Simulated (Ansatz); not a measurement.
`COBCl` at its PBE0-D4/def2-TZVP geometry, where that method's forces vanish. Charge 0, multiplicity 1.

```xyz
8

C     0.2279    0.9869    0.4950
O    -0.5445    0.1860   -0.3807
B    -0.2754   -1.1066   -0.5710
Cl   -1.2922   -2.0135   -1.6780
H    -0.4273    1.3895    1.2689
H     1.0315    0.4103    0.9599
H     0.6544    1.8143   -0.0741
H     0.6255   -1.6668   -0.0199
```

(1) What forces (eV/Å) does PBE-D4/def2-TZVPP give on these atoms in Ansatz? (Best estimate.)

## Answers

(1) The calculation gave: 
```
C1   0.141  0.136  0.156
O2  -0.377  0.249 -0.226
B3   0.112 -0.373 -0.027
Cl4 -0.131 -0.122 -0.144
H5  -0.132  0.099  0.168
H6   0.182 -0.110  0.112
H7   0.092  0.186 -0.110
H8   0.113 -0.065  0.070
```
